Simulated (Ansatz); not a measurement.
`C[O][AlH][CH2]F`, charge 0, multiplicity 1.

Q: Give a relaxed structure at PBE0-D4/def2-TZVP (Ansatz 0.2.0). (Best estimate.)

A: Computed: 
Z-matrix (Å, degrees):
```
C
O 1 1.399
H 1 1.095 2 112.4
H 1 1.095 2 109.9 3 -120.8
H 1 1.095 2 109.9 3 120.8
Al 2 1.678 1 138.0 3 0.2
C 6 1.983 2 120.8 1 0.0
H 6 1.579 2 117.6 1 -180.0
F 7 1.401 6 111.6 2 0.1
H 7 1.098 6 112.1 2 120.7
H 7 1.098 6 112.1 2 -120.6
```
Point group Cs.
This is one stationary point; other conformers may exist.
